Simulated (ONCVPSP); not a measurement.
## Configuration tests for B (Z = 5) (ONCV)

| Property | Result |
| --- | --- |
| Element | boron |
| Generator | ONCVPSP 4.0.1 |
| Type | optimised norm-conserving Vanderbilt (ONCV) |
| Functional | PBE |
| Relativity | scalar-relativistic |
| Frozen core | [He] |
| Valence charge | 3 |
| Reference configuration | 2s2 (charge +1) |
| Partial waves | 2s: rc 1.20 bohr, ncon 5, nbas 8, qcut 6.2 1/bohr, 2 projectors, debl 1.2 Ha; p scattering state at 0.03 Ha: rc 1.05 bohr, ncon 4, nbas 7, qcut 8.2 1/bohr, local; d scattering state at 0.32 Ha: rc 1.05 bohr, ncon 4, nbas 8, qcut 7.6 1/bohr, 2 projectors, debl 1.5 Ha |
| Local potential | the p channel |
| Core correction | Teter function, fcfact 2.75, rcfact 1.2 |

In the p channel the program set the typed energies aside and used 0.050 Ha.

Energies are relative to the spin-unpolarised reference configuration 2s2; without spin polarisation the order of configurations can differ from experiment.

| valence configuration | charge | ΔE all-electron (eV) | error AE − PS (meV) |
| --- | --- | --- | --- |
| 2s2 2p1 | 0 | -8.219 | +11 |
| 2s1 2p1 | +1 | 6.141 | +7.7 |

**Question.** What are ΔE and the potential's error for 2s2 2p0.5?

**Answer.** ΔE = -5.332 eV all-electron; the error (AE − PS) is +4.2 meV.

**Question.** What are ΔE and the potential's error for 2s1?

**Answer.** ΔE = 25.422 eV all-electron; the error (AE − PS) is +29 meV.

Levels in the configuration 2s1:

| level | all-electron (eV) | pseudo (eV) |
| --- | --- | --- |
| 2s | -31.475 | -31.387 |
